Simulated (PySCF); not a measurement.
A PySCF script (with the pyscf-properties extension) for the NMR shieldings of SMILES C=C(C)[SiH]1C[SiH2]C1, C5H12Si2, on a GFN2-xTB geometry:

```python
import basis_set_exchange as bse
import numpy as np
from pyscf import gto, dft
from pyscf.prop import nmr

atoms = """
C    -1.957428    1.888783   -0.755752
C    -1.238785    0.802101   -0.511548
C    -1.747676   -0.562658   -0.862388
Si    0.465266    0.889581    0.295751
C     0.669220   -0.348720    1.753055
Si    1.817634   -1.481952    0.717891
C     1.796449   -0.133045   -0.643725
H    -1.599972    2.872646   -0.502536
H    -2.933728    1.844858   -1.216771
H    -1.056888   -1.058212   -1.543095
H    -1.818779   -1.177775    0.033705
H    -2.729018   -0.513384   -1.331613
H     0.820253    2.284036    0.588352
H    -0.243795   -0.808198    2.121565
H     1.163249    0.087351    2.617276
H     1.183691   -2.738749    0.307967
H     3.129033   -1.759941    1.307132
H     2.743683    0.390793   -0.740870
H     1.527789   -0.468263   -1.641859
"""
names = dict.fromkeys(["C", "Si", "H"], "pcSseg-1")
basis = {el: gto.basis.parse(bse.get_basis(n, elements=[el], fmt="nwchem")) for el, n in names.items()}
mol = gto.M(atom=atoms, basis=basis, charge=0, verbose=0)
mf = dft.RKS(mol, xc="PBE0")
mf.grids.level = 2
mf.grids.alignment = dft.numint.BLKSIZE   # the property module wants whole blocks of grid points
mf.conv_tol = 1e-9
mf.kernel()

calc = nmr.RKS(mf)   # GIAO
C = mf.mo_coeff
Co = C[:, mf.mo_occ > 0]
resp = mf.gen_response(singlet=True, hermi=2)
def vind(x):   # induced exchange potential for any number of trial vectors
    d = np.einsum("pi,xij,qj->xpq", C, 2 * x.reshape(-1, C.shape[1], Co.shape[1]), Co, optimize=True)
    return np.einsum("xpq,pi,qj->xij", resp(d - d.transpose(0, 2, 1)), C, Co, optimize=True).ravel()
mo1, _ = nmr.rhf.solve_mo1(calc, with_cphf=vind)
sigma = calc.kernel(mo1)
for i, s in enumerate(sigma):   # ppm
    print("%2d %-2s %9.2f" % (i, mol.atom_pure_symbol(i), np.trace(s) / 3))
```

Question: What does it print?

Answer: 
```
 0 C      52.99
 1 C      32.83
 2 C     161.81
 3 Si    352.31
 4 C     188.37
 5 Si    386.09
 6 C     188.31
 7 H      25.97
 8 H      25.71
 9 H      29.48
10 H      29.47
11 H      29.71
12 H      26.45
13 H      31.20
14 H      30.93
15 H      26.81
16 H      26.81
17 H      30.93
18 H      31.20
```

These numbers come from an equivalent density-fitted implementation of the same equations, which agrees with the script to about 0.01 ppm for H and up to a few tenths of a ppm for heavy atoms, so last digits may differ.

Size and cost of the density-fitted run: 193 basis functions, 62 s wall time on 1 thread of an Arm Neoverse N1, shared host; peak memory 0.91 GiB.
